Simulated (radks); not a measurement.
Question: All-electron atom: Au50+ in [Ar] 3d8 4s1 4f2 (not the ground configuration). All-electron calculation, Dirac Kohn-Sham, revPBE, spin-unpolarised, spherical densities, finite nucleus; open shells are shared between the two j in proportion to 2j + 1; Fermi nuclear charge, rms radius 5.4371 fm. Program: a radial shooting solver on a logarithmic mesh with Libxc functionals. Some entries of the table are withheld. Estimate them.

| orbital | occ. | eigenvalue (Ry) | r(max) (bohr) |
|---|---|---|---|
| 1s1/2 | 2 | -6139.055 | 0.01042 |
| 2s1/2 | 2 | -1253.868 | 0.06029 |
| 2p1/2 | 2 | -1212.618 | (1) |
| 2p3/2 | 4 | -1076.785 | (2) |
| 3s1/2 | 2 | -440.0961 | 0.1673 |
| 3p1/2 | 2 | -422.2765 | 0.1558 |
| 3p3/2 | 4 | -390.3249 | 0.1700 |
| 3d3/2 | 3.2 | -362.0711 | 0.1315 |
| 3d5/2 | 4.8 | -355.0075 | 0.1354 |
| 4s1/2 | 1 | -216.7003 | (3) |
| 4p1/2 | 0 | (4) | 0.3439 |
| 4p3/2 | 0 | (5) | 0.3656 |
| 4f5/2 | 0.857143 | (6) | 0.2815 |
| 4f7/2 | 1.14286 | (7) | 0.2839 |
| 5s1/2 | 0 | -129.1938 | 0.6109 |

Answer: 
(1) 2p1/2 r(max) (bohr): 0.04438
(2) 2p3/2 r(max) (bohr): 0.05172
(3) 4s1/2 r(max) (bohr): 0.3501
(4) 4p1/2 eigenvalue (Ry): -208.9296
(5) 4p3/2 eigenvalue (Ry): -197.9108
(6) 4f5/2 eigenvalue (Ry): -170.4385
(7) 4f7/2 eigenvalue (Ry): -169.6534
